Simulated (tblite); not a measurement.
C4H3ClFO (doublet state).
Numbering: `[CH3:1][C@@:2]([F:3])([Cl:4])[C:5]=[C:6]=[O:7]` (hydrogens: H8, H9, H10 on C1)
Bond orders are those of one Lewis drawing.

Computed with GFN2-xTB (tblite), gas phase: L-BFGS steps from a force-field or distance-geometry start until the largest atomic force falls under 0.01 eV/Å.

The end geometry, which sets the zero of energy:
```
atom  x, y, z in Å
C1     -1.1600   -0.8646   -0.3209
C2     -0.2265    0.3124   -0.4815
F3     -0.1120    0.6345   -1.8100
Cl4    -0.9493    1.8036    0.3325
C5      1.0214    0.2453    0.2115
C6      2.2321    0.5812    0.3601
O7      3.3400    0.7469    0.7010
H8     -1.3067   -1.0804    0.7325
H9     -0.7149   -1.7298   -0.8093
H10    -2.1153   -0.6444   -0.7913
```

**Question.** These geometries come from the run, each turned onto the end geometry. Order them by energy, lowest first.
A.
```
atom  x, y, z in Å
C1     -1.1597   -0.8716   -0.3422
C2     -0.2591    0.3507   -0.4053
F3     -0.2793    0.8913   -1.6650
Cl4    -0.8866    1.6824    0.7094
C5      1.0541    0.2049    0.1417
C6      2.2647    0.5584    0.2213
O7      3.4039    0.6943    0.4614
H8     -1.9237   -0.7337    0.4166
H9     -0.5675   -1.7517   -0.1056
H10    -1.6382   -1.0202   -1.3077
```
B.
```
atom  x, y, z in Å
C1     -1.1518   -0.8678   -0.3299
C2     -0.2589    0.3557   -0.4100
F3     -0.1468    0.7515   -1.7208
Cl4    -0.9584    1.8152    0.4634
C5      0.9974    0.2588    0.2711
C6      2.2257    0.5632    0.2950
O7      3.3729    0.6547    0.5012
H8     -1.5863   -0.9727    0.6581
H9     -0.5389   -1.7490   -0.5264
H10    -1.9462   -0.8048   -1.0771
```
C.
```
atom  x, y, z in Å
C1     -1.0484   -0.8467   -0.2998
C2     -0.3259    0.4943   -0.4414
F3     -0.4948    0.9445   -1.7249
Cl4    -1.1366    1.7716    0.6118
C5      1.0486    0.4767   -0.0499
C6      2.2552    0.4079    0.2573
O7      3.3769    0.2961    0.5676
H8     -1.8292   -0.7841    0.4462
H9     -0.3454   -1.6113    0.0059
H10    -1.4917   -1.1442   -1.2482
```
D.
```
atom  x, y, z in Å
C1     -1.1630   -0.8660   -0.3253
C2     -0.2225    0.3060   -0.4774
F3     -0.1277    0.6516   -1.8034
Cl4    -0.9356    1.7808    0.3709
C5      1.0356    0.2223    0.1976
C6      2.2382    0.5834    0.3476
O7      3.3417    0.7680    0.6893
H8     -1.3664   -1.0494    0.7272
H9     -0.6982   -1.7464   -0.7605
H10    -2.0933   -0.6455   -0.8414
```
E.
```
atom  x, y, z in Å
C1     -0.8141   -0.7627   -0.2183
C2     -0.3863    0.7176   -0.2979
F3     -0.2225    1.0474   -1.6267
Cl4    -1.6818    1.7671    0.3161
C5      0.8667    0.7455    0.4236
C6      1.9908    0.2292    0.0943
O7      3.0047   -0.3495    0.0712
H8     -1.6463   -0.8936    0.4583
H9     -0.0033   -1.4038    0.1145
H10    -1.0991   -1.0925   -1.2105
```

**Answer.** D (0.003 eV), B (0.044 eV), A (0.094 eV), C (0.162 eV), E (0.444 eV).

In the order of the answer:

| step | E above end (eV) | largest force (eV/Å) | rms force component (eV/Å) | rms distance from end (Å) | rms bond change (Å) | bond most changed (Å) |
| --- | --- | --- | --- | --- | --- | --- |
| 89 | 0.003 | 0.13 | 0.046 | 0.039 | 0.001 | C1–H8 +0.002 |
| 79 | 0.044 | 0.20 | 0.075 | 0.212 | 0.004 | C2–Cl4 -0.007 |
| 55 | 0.094 | 0.24 | 0.059 | 0.462 | 0.003 | C1–C2 +0.009 |
| 25 | 0.162 | 0.90 | 0.202 | 0.540 | 0.009 | C1–C2 +0.019 |
| 7 | 0.444 | 0.41 | 0.153 | 0.806 | 0.027 | C2–Cl4 -0.069 |

What follows is the cost of the whole relaxation. The run took 0.58 s on one thread of an Intel Xeon at 2.60 GHz (shared host).
